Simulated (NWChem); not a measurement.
System: C4H2F2O; SMILES Fc1coc(F)c1

Input file for NWChem:

```
start job
memory heap 200 mb stack 900 mb global 1100 mb
geometry units angstroms noautoz
  F      0.433423     2.395937     0.000000
  C      0.093088     1.122202     0.000000
  C     -1.172720     0.624605     0.000000
  O     -1.091351    -0.739757     0.000000
  C      0.194873    -1.057011     0.000000
  F      0.454579    -2.333646     0.000000
  C      1.013402     0.027708     0.000000
  H     -2.161910     1.068428     0.000000
  H      2.098637     0.052162     0.000000
end
basis spherical
  * library 6-31g*
end
dft
  xc xpbe96 cpbe96
  iterations 150
  mulliken
end
task dft energy
```

Parts of the log:

```
             Northwest Computational Chemistry Package (NWChem) 7.3.0
             --------------------------------------------------------

 CS  symmetry detected

                             Geometry "geometry" -> ""
                             -------------------------

 Output coordinates in angstroms (scale by  1.889725989 to convert to a.u.)

  No.       Tag          Charge          X              Y              Z
 ---- ---------------- ---------- -------------- -------------- --------------
    1 F                    9.0000     0.42637008     2.39599690     0.00000000
    2 C                    6.0000     0.09009615     1.12118373     0.00000000
    3 C                    6.0000    -1.17411960     0.61955518     0.00000000
    4 O                    8.0000    -1.08840284    -0.74454058     0.00000000
    5 C                    6.0000     0.19882571    -1.05769382     0.00000000
    6 F                    9.0000     0.46259897    -2.33349466     0.00000000
    7 C                    6.0000     1.01389359     0.02962829     0.00000000
    8 H                    1.0000    -2.16471902     1.06022341     0.00000000
    9 H                    1.0000     2.09904514     0.05754077     0.00000000

 Effective nuclear repulsion energy (a.u.)     291.5016832165

      Symmetry information
      --------------------

 Group name             Cs
 Group number              2
 Group order               2
 No. of unique centers     9

  pbe96 is a nonlocal functional; adding pw91lda local functional.

                                 NWChem DFT Module
                                 -----------------

 Summary of "ao basis" -> "ao basis" (spherical)
 ------------------------------------------------------------------------------
       Tag                 Description            Shells   Functions and Types
 ---------------- ------------------------------  ------  ---------------------
 F                           6-31g*                  6       14   3s2p1d
 C                           6-31g*                  6       14   3s2p1d
 O                           6-31g*                  6       14   3s2p1d
 H                           6-31g*                  2        2   2s

      Symmetry analysis of basis
      --------------------------

        a'         74
        a"         28

            General Information
            -------------------
          SCF calculation type: DFT
          Wavefunction type:  closed shell.
          No. of atoms     :     9
          No. of electrons :    52
           Alpha electrons :    26
            Beta electrons :    26
          Charge           :     0
          Spin multiplicity:     1
          Use of symmetry is: on ; symmetry adaption is: on
          Maximum number of iterations: 150
          AO basis - number of functions:   102
                     number of shells:    46
          Convergence on energy requested:  1.00D-06
          Convergence on density requested:  1.00D-05
          Convergence on gradient requested:  5.00D-04

              XC Information
              --------------
          PerdewBurkeErnzerhof Exchange Functional  1.000
            Perdew 1991 LDA Correlation Functional  1.000 local
           PerdewBurkeErnz. Correlation Functional  1.000 non-local

             Grid Information
             ----------------
          Grid used for XC integration:  medium
          Radial quadrature: Mura-Knowles
          Angular quadrature: Lebedev.
          Tag              B.-S. Rad. Rad. Pts. Rad. Cut. Ang. Pts.
          ---              ---------- --------- --------- ---------
          F                   0.50       49          11.0       434
          C                   0.70       49           9.0       434
          O                   0.60       49           9.0       434
          H                   0.35       45          11.0       434
          Grid pruning is: on
          Number of quadrature shells:   433
          Spatial weights used:  Erf1

      Superposition of Atomic Density Guess
      -------------------------------------

 Sum of atomic energies:        -425.13649795

      Non-variational initial energy
      ------------------------------

 Total energy =    -428.801881
 1-e energy   =   -1164.671668
 2-e energy   =     444.368104
 HOMO         =      -0.181367
 LUMO         =       0.094629

      Symmetry analysis of molecular orbitals - initial
      -------------------------------------------------

  Numbering of irreducible representations:

     1 a'          2 a"

  Orbital symmetries:

     1 a'          2 a'          3 a'          4 a'          5 a'
     6 a'          7 a'          8 a'          9 a'         10 a'
    11 a'         12 a'         13 a'         14 a'         15 a'
    16 a"         17 a'         18 a'         19 a"         20 a'
    21 a'         22 a"         23 a'         24 a'         25 a"
    26 a"         27 a"         28 a'         29 a"         30 a'
    31 a'         32 a'         33 a'         34 a'         35 a'
    36 a'

     ---------------------------------------------
      Total Density - Mulliken Population Analysis
     ---------------------------------------------

    Atom       Charge   Shell Charges
 -----------   ------   -------------------------------------------------------
    1 F    9     9.44   2.00  0.94  3.38  1.02  2.09  0.01
    2 C    6     5.43   2.00  0.68  1.67  0.44  0.56  0.08
    3 C    6     6.08   2.00  0.71  1.88  0.51  0.92  0.06
    4 O    8     8.55   2.00  0.91  2.94  0.91  1.76  0.03
    5 C    6     4.95   2.00  0.65  1.48  0.34  0.39  0.10
    6 F    9     9.41   2.00  0.94  3.37  1.01  2.08  0.01
    7 C    6     6.60   2.00  0.73  2.09  0.58  1.17  0.03
    8 H    1     0.78   0.46  0.32
    9 H    1     0.76   0.45  0.31

[...]
```

Level: PBE/6-31G* (spherical d). Structure relaxed at the PBE0/def2-SVP level.
